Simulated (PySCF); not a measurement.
## Shapes and spin states of [ClSe2]-

Level of theory: PySCF, PBE, basis Cl def2-SVPD, Se def2-SVPD (no relativity, density fitting).

Relaxations began from a few typed shapes and spin states; open shells are unrestricted. The search is not exhaustive: other isomers or separated fragments can lie lower, and high-lying points may rest on an excited occupation.

**Question.** Which is the lowest minimum found?
A. triplet C2v: Cl–Se 2.448 Å (×2); Se–Cl–Se 159.5°
B. singlet C2v: Cl–Se 2.311 Å (×2); Se–Cl–Se 123.7°
C. triplet D∞h: Cl–Se 2.478 Å (×2); Se–Cl–Se 180.0°

**Answer.** B. The others lie at 0.7 (triplet C2v), 4.8 (triplet D∞h, a saddle point) kJ/mol above it.

Counting electrons, chlorine keeps 4 of its valence electrons outside its bonds, so the VSEPR class is AX2E2 and the expected shape is bent (C2v), as computed.

For the lowest minimum: the lowest empty level of this anion is unbound, so it and the gap depend on the basis.
